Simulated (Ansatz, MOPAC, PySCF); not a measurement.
Donor–acceptor adduct: GaH3 (SMILES [GaH3]) (first 4 atoms) with NH3 (SMILES N); geometry from B3LYP-D3(BJ)/def2-TZVP, rigid monomers moved along the line of their centres of mass till Ga1···N5 is 3.05 Å.
(charge 0, multiplicity 1):
```xyz
8

Ga     0.470    -0.368     0.771
H      0.087    -1.901     0.839
H     -0.281     0.541    -0.283
H      1.929     0.056     1.214
N     -1.020     0.556     3.269
H     -2.013     0.370     3.182
H     -0.676     0.070     4.090
H     -0.894     1.552     3.412
```

Monomers are frozen at their geometry in the pair; levels with a basis set take the counterpoise correction. Rows marked so take none.

Cores are frozen in the correlated methods. Filled d and f shells under p-block atoms count as core. CBS: X⁻³ extrapolation of the correlation energy, Hartree–Fock from the larger set. Rows in 6-31G* carry no dispersion term and start afresh at each structure (6-31G* with six Cartesian d functions); the Pople sets are all-electron and without relativity. The state that AM1, PM3, PM6, PM7 reach isn't checked; PM7 holds dispersion and hydrogen-bond terms.

Codes used: Ansatz (a first-principles code) with Gaussian orbitals; MOPAC for AM1, PM3, PM6, PM7 (differences of heats of formation); PySCF for 6-31G* rows, the dispersion terms. 

Other levels give for the interaction energy: PBE/def2-TZVPPD -47.7; B3LYP/def2-TZVPPD -43.7; B3LYP-D3(BJ)/def2-TZVPPD -49.5; wB97M-V/def2-TZVPPD -49.4; CCSD(T)/CBS(aug-cc-pVDZ, aug-cc-pVTZ) -49.9 kJ/mol.

Common cheap choices:

```json
[
 {"level": "AM1", "interaction energy (kJ/mol)": "-66.3", "less -49.9 (CCSD(T)/CBS(aug-cc-pVDZ, aug-cc-pVTZ))": "-16.4"},
 {"level": "PM3", "interaction energy (kJ/mol)": "-114.0", "less -49.9 (CCSD(T)/CBS(aug-cc-pVDZ, aug-cc-pVTZ))": "-64.1"},
 {"level": "PM6", "interaction energy (kJ/mol)": "-20.6", "less -49.9 (CCSD(T)/CBS(aug-cc-pVDZ, aug-cc-pVTZ))": "29.2"},
 {"level": "PM7", "interaction energy (kJ/mol)": "-10.8", "less -49.9 (CCSD(T)/CBS(aug-cc-pVDZ, aug-cc-pVTZ))": "39.0"},
 {"level": "HF/6-31G* (no counterpoise)", "interaction energy (kJ/mol)": "-55.5", "less -49.9 (CCSD(T)/CBS(aug-cc-pVDZ, aug-cc-pVTZ))": "-5.6"},
 {"level": "BP86/6-31G* (no counterpoise)", "interaction energy (kJ/mol)": "-62.1", "less -49.9 (CCSD(T)/CBS(aug-cc-pVDZ, aug-cc-pVTZ))": "-12.2"},
 {"level": "B3LYP/6-31G*", "interaction energy (kJ/mol)": "-50.7", "less -49.9 (CCSD(T)/CBS(aug-cc-pVDZ, aug-cc-pVTZ))": "-0.8"},
 {"level": "M06-2X/6-31G* (no counterpoise)", "interaction energy (kJ/mol)": "-69.3", "less -49.9 (CCSD(T)/CBS(aug-cc-pVDZ, aug-cc-pVTZ))": "-19.5"}
]
```
